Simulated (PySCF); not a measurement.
Telling isomers of C8H9OP apart by NMR

Computational details: coordinates at the GFN2-xTB level, σ from GIAO-PBE0/pcSseg-1, in PySCF 2.14.0 with density-fitted response routines (one computed conformer, averaged over atoms made equivalent by symmetry, fast rotation or ring inversion, no solvent, no relativistic terms).

Scale: TMS for 1H (31.72 ppm) and 13C (186.93 ppm) (reference shieldings calculated alike). Splittings of carbon signals by F and P are missing where no couplings were computed. Where no couplings were computed, multiplicities follow the n + 1 count of equivalent neighbours, and m marks all less simple cases (inequivalent or close neighbours, rings, F or P nearby). Shifts are as computed. Against solution values, carbons near 30 ppm lie about +3 ppm off and those near 130 ppm about +5 ppm. Of 1211 compounds with measured shifts, 218 miss one by over three times the rms of a fit or turn the order of signals round; such compounds aren't used in these exercises.

(1) Tabulate the signals of `C#Cc1pc(C)oc1CC`, `Cc1cc(C)pc(C=O)c1`, `Cc1cpcc(C)c1C=O` and their relative energies.

(2) What is the quickest way to tell Cc1cc(C)pc(C=O)c1 from Cc1cpcc(C)c1C=O?

(3) What is the quickest way to tell C#Cc1pc(C)oc1CC from Cc1cpcc(C)c1C=O?

(4) What is the quickest way to tell C#Cc1pc(C)oc1CC from Cc1cc(C)pc(C=O)c1?

## Answers

(1) 
| SMILES | carbon types | δC | δH | E rel. (kcal/mol) |
| --- | --- | --- | --- | --- |
| C#Cc1pc(C)oc1CC | 4×C 1×CH 1×CH2 2×CH3 | 203.0, 178.3, 123.0, 94.5, 81.7, 27.8, 21.3, 16.2 | 3.21 (s, 1H), 3.03 (q, 2H), 2.73 (m, 3H), 1.31 (t, 3H) | 41.9 |
| Cc1cc(C)pc(C=O)c1 | 3×C 3×CH 2×CH3 | 197.6, 186.0, 175.1, 145.5, 144.1, 142.9, 28.7, 26.1 | 10.24 (m, 1H), 7.97 (m, 1H), 7.93 (m, 1H), 2.97 (m, 3H), 2.73 (s, 3H) | 0.0 |
| Cc1cpcc(C)c1C=O | 3×C 3×CH 2×CH3 | 198.5, 165.7, 152.9, 131.6, 29.6 | 11.17 (s, 1H), 8.97 (m, 2H), 3.05 (s, 6H) | 3.1 |

Energies are electronic energies at PBE0/pcSseg-1 on these geometries, without zero-point or thermal terms, each for the one conformer computed, which needn't be the lowest.

(2) Count the carbon signals: 8 against 5. The first has a substituted aromatic carbon (C) at 186.0 ppm, the second an aromatic CH at 165.7 ppm. Their most deshielded carbons lie at 197.6 and 198.5 ppm. In the proton spectra the most deshielded non-exchanging signals are 10.24 (m, 1H) and 11.17 (s, 1H).

(3) Count the carbon signals: 8 against 5. The first has a terminal alkyne carbon (CH) at 94.5 ppm, the second an aldehyde carbonyl carbon (CH) at 198.5 ppm. Their most deshielded carbons lie at 203.0 and 198.5 ppm. In the proton spectra the most deshielded non-exchanging signals are 3.21 (s, 1H) and 11.17 (s, 1H).

(4) Both give the same number of carbon signals, but DEPT or the intensities differ. The first has an alkyne carbon (C) at 81.7 ppm, the second an aldehyde carbonyl carbon (CH) at 197.6 ppm. Their most deshielded carbons lie at 203.0 and 197.6 ppm. In the proton spectra the most deshielded non-exchanging signals are 3.21 (s, 1H) and 10.24 (m, 1H).
